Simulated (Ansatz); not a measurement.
Program: Ansatz. Geometries: PBE0-D4/def2-TZVP. ΔE: electronic, gas phase. CCSD(T)/CBS is the MP2 limit (def2-TZVPP, def2-QZVPP) plus CCSD(T) − MP2 in def2-TZVPP, frozen cores. This one scheme is used for every species. Functionals use def2-TZVPP. HSE06 is defined as in plane-wave codes.

Consider the formal exchange of groups at the Al–C bond: `F[C@H]1C[C@@H]1[AlH2]` + difluoromethane → `F[CH2][AlH2]` + `F[C@H]1C[C@@H]1F`.

Q: Is it downhill or uphill in electronic energy at CCSD(T)/CBS, and by how much? (An estimate is asked.)

A: The calculation gave: Uphill: ΔE = +17.6 kcal/mol.

Q: What do these levels give: PBE-D4, BLYP-D4, PBE0, HSE06, BHLYP, LC-ωPBE? (An estimate is asked.)

A: Ansatz gave: PBE-D4 15.9, BLYP-D4 15.0, PBE0 16.3, HSE06 16.3, BHLYP 15.9, LC-ωPBE 15.6 kcal/mol.

Largest T1 diagnostic among the species: 0.011.

From BLYP to BHLYP (50 % exact exchange), in def2-TZVPP and without D4, ΔE moves by +1.9 kcal/mol. At CCSD(T), def2-SVP lies +1.7 kcal/mol from the extrapolated value and def2-TZVPP +0.7 kcal/mol.
